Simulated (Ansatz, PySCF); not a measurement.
This PySCF input computes a CCSD(T)/cc-pVDZ energy:

```python
from pyscf import gto, scf, mp, cc as ccmod

mol = gto.M(
    atom='''
    B    -0.96009521    0.13120463   -0.01370137
    N     0.63504834   -0.13477306   -0.03981207
    H    -1.21385758    1.20242986   -0.47732170
    H    -1.43957867   -0.29568526    0.99363338
    H     0.83054334   -1.10846828    0.17477974
    H     1.17231349    0.43494880    0.62287371
    H     1.00571709    0.05416318   -0.96677382
    ''',
    basis='cc-pvdz',
    charge=0,
    spin=1,
    verbose=4,
)

mf = scf.UHF(mol)
mf.conv_tol = 1e-10
mf.max_cycle = 100
mf.kernel()
mo, _, stable, _ = mf.stability(return_status=True)
if not stable:
    mf.kernel(mf.make_rdm1(mo, mf.mo_occ))
mp2 = mp.MP2(mf, frozen=2).run()
cc = ccmod.CCSD(mf, frozen=2)
cc.max_cycle = 100
cc.kernel()
et = cc.ccsd_t()
print(f'E(CCSD(T)) = {cc.e_tot + et:.9f}')
```

**Question.** Write an input for the same energy in Ansatz (a program for electronic structure) and say what it gives.

**Answer.** 
Ansatz 0.2 input:
```yaml
crystal:
  periodic: [false, false, false]
  atoms:
    - {symbol: B, position_ang: [-0.96009521, 0.13120463, -0.01370137]}
    - {symbol: N, position_ang: [0.63504834, -0.13477306, -0.03981207]}
    - {symbol: H, position_ang: [-1.21385758, 1.20242986, -0.47732170]}
    - {symbol: H, position_ang: [-1.43957867, -0.29568526, 0.99363338]}
    - {symbol: H, position_ang: [0.83054334, -1.10846828, 0.17477974]}
    - {symbol: H, position_ang: [1.17231349, 0.43494880, 0.62287371]}
    - {symbol: H, position_ang: [1.00571709, 0.05416318, -0.96677382]}
basis:
  gaussian:
    orbitals: cc-pVDZ
magnetization: {spin_polarized: true, initial_magnetization: 1}
correlation: {method: ccsd_t, electrons: outside_noble_gas}
```
It gives -82.30064 Eh, and PySCF -82.30064 Eh, a difference of 0.00 mEh.

It need not be the lowest isomer of its formula.
